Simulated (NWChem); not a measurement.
Basis-set dependence for hydrogen telluride (H2Te)

SMILES: [TeH2]
```xyz
3

Te     0.0000     0.0000     0.0441
H     -1.1845     0.0000    -1.1474
H      1.1845     0.0000    -1.1474
```
Charge 0, spin multiplicity 1.

The numbers come from NWChem runs, not from measurements. All single points use one geometry, from PBE/def2-SVP with def2 effective core potentials on Te, a minimum by its harmonic frequencies.

Hartree-Fock energies in Ha, correlation energies in mHa.

Effective core potentials replace the inner electrons of Te; spin-orbit coupling is left out. The correlated methods keep 4 core orbitals frozen. Coupled-cluster values serve here as a point of comparison, not as the truth.

| basis | functions | RHF | MP2 | SCS-MP2 | CCSD | CCSD+T(CCSD) | CCSD(T) | CR-CCSD[T] | CR-CCSD(T) |
|---|---|---|---|---|---|---|---|---|---|
| def2-SVP | 36 | -268.13952 | -131.3 | -131.5 | -151.9 | -155.4 | -155.3 | -154.9 | -154.8 |
| def2-TZVP | 62 | -268.15192 | -469.1 | -422.8 | -459.5 | -469.5 | -469.0 | -467.5 | -467.1 |
| def2-QZVP | 142 | -268.15470 | -636.9 | -572.9 | not run | not run | not run | not run | not run |

From def2-TZVP to def2-QZVP the Hartree-Fock energy moves by -2.8 mHa and the MP2 correlation energy by -167.8 mHa, which is 26 % of its value in the larger set.
